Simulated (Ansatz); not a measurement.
Two members of one family (Series GeH3X), computed with Ansatz in the gas phase. Binding counts from free atoms in the multiplicity of their measured ground term, without zero-point energy. The structures are stationary points that may keep the symmetry of their start.

First: GeClH3 (singlet, charge 0, PBE-D4/def2-TZVP geometry).

```csv
atom,x (Å),y (Å),z (Å)
Ge1,0.084,-0.062,0.124
Cl2,-1.043,0.766,-1.540
H3,-0.513,0.533,1.417
H4,1.556,0.358,-0.070
H5,-0.085,-1.595,0.070
```

```json
{"level": "BLYP-D4/def2-TZVP", "HOMO (eV)": "-7.23", "LUMO (eV)": "-1.24", "gap (eV)": "5.99", "binding per atom (eV)": "2.59"}
{"level": "PBE0-D4/def2-SVP", "HOMO (eV)": "-8.59", "LUMO (eV)": "-0.15", "gap (eV)": "8.44", "binding per atom (eV)": "2.60"}
{"level": "PBE0-D4/def2-TZVP", "HOMO (eV)": "-8.77", "LUMO (eV)": "-0.39", "gap (eV)": "8.38", "binding per atom (eV)": "2.61"}
{"level": "HSE06-D4/def2-TZVP", "HOMO (eV)": "-8.37", "LUMO (eV)": "-0.77", "gap (eV)": "7.60", "binding per atom (eV)": "2.61"}
{"level": "BHLYP-D4/def2-TZVP", "HOMO (eV)": "-10.02", "LUMO (eV)": "0.54", "gap (eV)": "10.56", "binding per atom (eV)": "2.60"}
```

Second: Ge(OH)H3 (singlet, charge 0, PBE-D4/def2-TZVP geometry).

```xyz
6

Ge    0.357   -0.147    0.220
O    -0.758    0.314   -1.126
H    -1.597    0.659   -0.778
H    -0.291   -1.255    1.094
H     0.675    1.093    1.097
H     1.614   -0.664   -0.507
```

Question: What does the change do? Estimate second minus first.

Answer: 
```
             level  Δ HOMO (eV)  Δ LUMO (eV)  Δ gap (eV)  Δ binding per atom (eV)
 BLYP-D4/def2-TZVP         0.52         0.42       -0.09                     0.40
  PBE0-D4/def2-SVP         0.39         0.53        0.14                     0.33
 PBE0-D4/def2-TZVP         0.36         0.42        0.06                     0.33
HSE06-D4/def2-TZVP         0.36         0.42        0.06                     0.34
BHLYP-D4/def2-TZVP         0.08         0.28        0.19                     0.31
```
